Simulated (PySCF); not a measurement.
## Spin-rotation constants: SMILES CCC(=O)C(=O)C1=CC1, C7H8O2

Molfile (atoms numbered from 1):
```
C7H8O2
     RDKit          3D

 17 17  0  0  0  0  0  0  0  0999 V2000
   -3.0182   -0.5640   -0.1522 C   0  0  0  0  0  0  0  0  0  0  0  0
   -1.8920    0.4406    0.0387 C   0  0  0  0  0  0  0  0  0  0  0  0
   -0.5351   -0.2021    0.0432 C   0  0  0  0  0  0  0  0  0  0  0  0
   -0.3242   -1.3814   -0.0882 O   0  0  0  0  0  0  0  0  0  0  0  0
    0.6192    0.8057    0.2371 C   0  0  0  0  0  0  0  0  0  0  0  0
    0.4069    1.9948    0.3662 O   0  0  0  0  0  0  0  0  0  0  0  0
    1.9192    0.1985    0.2473 C   0  0  0  0  0  0  0  0  0  0  0  0
    2.6569   -0.8845    0.1639 C   0  0  0  0  0  0  0  0  0  0  0  0
    3.4090    0.3895    0.3653 C   0  0  0  0  0  0  0  0  0  0  0  0
   -3.9806   -0.0595   -0.1499 H   0  0  0  0  0  0  0  0  0  0  0  0
   -2.8987   -1.0899   -1.0961 H   0  0  0  0  0  0  0  0  0  0  0  0
   -3.0054   -1.3010    0.6469 H   0  0  0  0  0  0  0  0  0  0  0  0
   -1.8963    1.1954   -0.7528 H   0  0  0  0  0  0  0  0  0  0  0  0
   -2.0025    0.9849    0.9810 H   0  0  0  0  0  0  0  0  0  0  0  0
    2.7313   -1.9375    0.0420 H   0  0  0  0  0  0  0  0  0  0  0  0
    3.9589    0.8195   -0.4630 H   0  0  0  0  0  0  0  0  0  0  0  0
    3.8444    0.6031    1.3340 H   0  0  0  0  0  0  0  0  0  0  0  0
  1  2  1  0
  2  3  1  0
  3  4  2  0
  3  5  1  0
  5  6  2  0
  5  7  1  0
  7  8  2  0
  8  9  1  0
  9  7  1  0
  1 10  1  0
  1 11  1  0
  1 12  1  0
  2 13  1  0
  2 14  1  0
  8 15  1  0
  9 16  1  0
  9 17  1  0
M  END
```

Computed, not measured: GIAO PBE0/pcSseg-1 magnetisability, rotational g tensor and spin-rotation constants, non-relativistic, gas phase in PySCF. Geometry: GFN2-xTB.

(1) Give the nuclear spin-rotation constants along the inertial axes (H = +C I·J) beside the isotropic shieldings.

Answers

(1) Rotational constants 3.7902, 0.9874, 0.7951 GHz. A star marks the isotopologue with that one atom substituted, in its own axes.
```tsv
atom	isotope	Caa (kHz)	Cbb (kHz)	Ccc (kHz)	mean (kHz)	σ (ppm)
H10	1H	-0.033	-0.080	-0.088	-0.067	30.6
H11	1H	-0.374	-0.069	-0.022	-0.155	30.5
H12	1H	-0.374	-0.069	-0.023	-0.155	30.5
H13	1H	-0.362	-0.058	-0.015	-0.145	28.7
H14	1H	-0.362	-0.058	-0.015	-0.145	28.7
H15	1H	-0.391	0.127	-0.090	-0.118	23.2
H16	1H	-0.218	-0.099	-0.032	-0.116	30.4
H17	1H	-0.218	-0.099	-0.032	-0.117	30.4
C1	13C*	0.508	0.121	0.098	0.242	178.2
C2	13C*	0.588	0.197	0.118	0.301	151.4
C3	13C*	2.145	0.471	0.197	0.938	-21.3
O4	17O*	-2.561	-1.066	-0.008	-1.212	-321.5
C5	13C*	2.097	0.367	0.188	0.884	6.5
O6	17O*	-2.492	-1.023	-0.004	-1.173	-296.6
C7	13C*	1.966	0.263	0.081	0.770	67.8
C8	13C*	1.653	0.457	0.085	0.732	39.8
C9	13C*	0.768	0.159	0.011	0.313	178.5
```
For the geometry as given, no vibrational averaging.
